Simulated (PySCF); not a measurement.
# Fractional electron number in I²⁺ (iodine, charge +2)

The 5p alpha orbital of [Kr] 4d10 5s2 5p3 is emptied in steps (occupation f), with all orbitals relaxed, ending at [Kr] 4d10 5s2 5p2. Calculation: PySCF 2.14, in def2-TZVPPD with the def2 core potential (28 electrons) (7s6p4d2f, 59 functions); a scalar-relativistic core potential. The exact energy is a straight line in f; departures are measured from the line between the end points of the same method.

```csv
f,UHF (eV),LDA (eV),PBE (eV),PBE0 (eV),r2SCAN (eV),LC-wPBE (eV),BHandHLYP (eV),wB97X (eV),HSE06 (eV)
1,0.000,0.000,0.000,0.000,0.000,0.000,0.000,0.000,0.000
0.9,0.041,-0.446,-0.433,-0.315,-0.410,-0.063,-0.206,-0.090,-0.353
0.7,0.094,-1.041,-1.010,-0.734,-0.948,-0.144,-0.481,-0.211,-0.823
0.5,0.111,-1.241,-1.201,-0.871,-1.117,-0.168,-0.572,-0.254,-0.979
0.3,0.093,-1.043,-1.007,-0.728,-0.928,-0.138,-0.480,-0.215,-0.822
0.1,0.039,-0.447,-0.430,-0.311,-0.394,-0.057,-0.206,-0.093,-0.352
0,0.000,0.000,0.000,0.000,0.000,0.000,0.000,0.000,0.000
```

Question: For BHandHLYP, how does the orbital energy at f = 1 compare with the removal energy?

Answer: −ε = 27.999 eV against a total-energy difference of 30.289 eV. By Janak's theorem ε = ∂E/∂f, so the gap between them reflects the curvature. Along the path −ε is 28.457 (f = 0.9), 29.375 (f = 0.7), 30.292 (f = 0.5), 31.206 (f = 0.3), 32.117 (f = 0.1) eV.

| method | E(f=0) − E(f=1) (eV) | −ε at f=1 (eV) | −ε at f=0.5 (eV) |
| --- | --- | --- | --- |
| UHF | 29.891 | 30.347 | 29.885 |
| LDA | 30.516 | 25.568 | 30.512 |
| PBE | 30.313 | 25.500 | 30.323 |
| PBE0 | 30.430 | 26.925 | 30.446 |
| r2SCAN | 30.608 | 26.037 | 30.670 |
| LC-wPBE | 30.476 | 29.773 | 30.494 |
| BHandHLYP | 30.289 | 27.999 | 30.292 |
| wB97X | 30.121 | 29.121 | 30.111 |
| HSE06 | 30.390 | 26.467 | 30.394 |

Reference removal energy between the ground levels: 29.57 ± 0.025 eV (measured; NIST Atomic Spectra Database, ionization energies). The calculation has no spin-orbit coupling. UHF lacks correlation.
